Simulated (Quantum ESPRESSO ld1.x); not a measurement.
The platinum ion Pt2+, 76 electrons, occupied as [Kr] 4d10 4f14 5s1.75 5p6 5d8.25 (fractional occupations, a model configuration). Calculated with ld1.x of Quantum ESPRESSO 7.5: scalar-relativistic Kohn-Sham, exchange-only LDA, spin-polarised, spherical densities, point nucleus; open shells are filled with parallel spins first.

Normalised radial functions P(r) = r R(r), r in bohr:

r	5d up
0.0008651	0.0000
0.001007	0.0000
0.001172	0.0000
0.001365	0.0000
0.001576	0.0000
0.001835	0.0000
0.002136	0.0001
0.002467	0.0001
0.002872	0.0001
0.003344	0.0002
0.003892	0.0003
0.004495	0.0004
0.005233	0.0006
0.006092	0.0009
0.007036	0.0014
0.008191	0.0021
0.009536	0.0031
0.0111	0.0046
0.01282	0.0066
0.01493	0.0098
0.01738	0.0142
0.02007	0.0201
0.02336	0.0287
0.0272	0.0406
0.03166	0.0564
0.03656	0.0758
0.04257	0.1016
0.04955	0.1328
0.05723	0.1668
0.06662	0.2051
0.07756	0.2419
0.09029	0.2709
0.1043	0.2835
0.1214	0.2720
0.1413	0.2265
0.1632	0.1476
0.19	0.0289
0.2212	-0.1139
0.2575	-0.2573
0.2974	-0.3658
0.3462	-0.4207
0.403	-0.3917
0.4655	-0.2803
0.5419	-0.0860
0.6308	0.1583
0.7344	0.4126
0.8481	0.6255
0.9874	0.7892
1.149	0.8724
1.327	0.8760
1.545	0.8126
1.799	0.7006
2.094	0.5627
2.419	0.4271
2.816	0.2951
3.278	0.1860
3.786	0.1091
4.407	0.0552
5.131	0.0243
5.973	0.0091
6.898	0.0030
8.031	0.0008

5d up: eigenvalue -25.650 eV, 2 radial nodes at r = 0.196, 0.573 bohr, <r> = 1.55 bohr, 90 % of the charge inside 2.39 bohr.
